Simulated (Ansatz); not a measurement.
A nudged elastic band was laid between two geometries of Cl₂GaH₃OS (8 atoms, charge 0, multiplicity 1).

These are results of RKS B3LYP-D4/def2-SVP in Ansatz, not measurements.

```yaml
movable_images: 5
climbing_image: yes
spring: 5.0 eV/Å²
optimiser: quadratic models (default)
start_path: through a guess of the saddle point
force_threshold: 0.03 eV/Å
iteration_limit: 60
end_points: relaxed
```

Initial state:

```xyz
8
Properties=species:S:1:pos:R:3
Ga -0.034 0.144 0.251
O -0.250 -0.381 1.962
H -0.908 -1.080 2.077
Cl 1.878 -0.270 -0.695
Cl -1.777 0.267 -1.027
S 0.439 2.551 1.057
H 1.779 2.387 0.948
H 0.393 2.035 2.312
```

Final state:

```xyz
8
Properties=species:S:1:pos:R:3
Ga 0.228 0.656 0.076
O -0.108 -0.140 2.011
H -0.993 -0.544 2.019
Cl 1.916 -0.491 -0.637
Cl -1.758 0.094 -0.633
S 0.514 2.781 0.706
H 1.862 2.666 0.740
H -0.141 0.632 2.603
```

Problem. Which bonds break or form, and what moves?

Solution. Bonds broken: S6–H8. Bonds formed: O2–H8.

Problem. Give the energies along the band, and the barrier.

Solution. The forces met the threshold. The highest image is number 3 of 0 to 6, 20.3 kJ/mol above the first end and 80.1 kJ/mol above the last; the last end lies 59.9 kJ/mol below the first. A vibrational analysis at the climbing image gives one clearly imaginary mode, 759i cm⁻¹: a first-order saddle point. The orbitals stay closed-shell, which can raise the energy where a bond breaks towards radicals; this wasn't checked here.

```tsv
image	path coordinate (Å)	energy (kJ/mol)	S6–H8 (Å)	O2–H8 (Å)
0	0.00	0.0	1.36	2.52
1	0.41	1.5	1.36	2.26
2	0.82	7.9	1.38	1.87
3	1.24	20.3	1.53	1.42
4	1.74	-37.1	2.07	1.02
5	2.24	-56.9	2.57	0.98
6	2.75	-59.9	2.94	0.97
```

Problem. What is the geometry of the highest image?

Solution. 
```xyz
8
Properties=species:S:1:pos:R:3:forces:R:3
Ga 0.095 0.319 0.080 -0.01 -0.01 0.02
O -0.045 -0.103 1.923 -0.03 -0.01 -0.02
H -0.829 -0.586 2.229 0.02 0.01 0.00
Cl 1.919 -0.351 -0.853 0.01 0.00 0.00
Cl -1.797 0.178 -0.951 0.00 0.00 -0.01
S 0.380 2.513 1.146 0.00 -0.01 0.02
H 1.722 2.374 1.270 0.00 0.00 -0.01
H 0.075 1.310 2.041 0.01 0.02 -0.01
```

Problem. What are the harmonic wavenumbers there?

Solution. 759i, 84, 115, 145, 148, 253, 308, 385, 419, 452, 550, 558, 607, 815, 1239, 1477, 2669, 3804 cm⁻¹.

The run took 100 s on 4 threads of Arm Neoverse V1, on a shared host, peak memory 0.33 GiB.
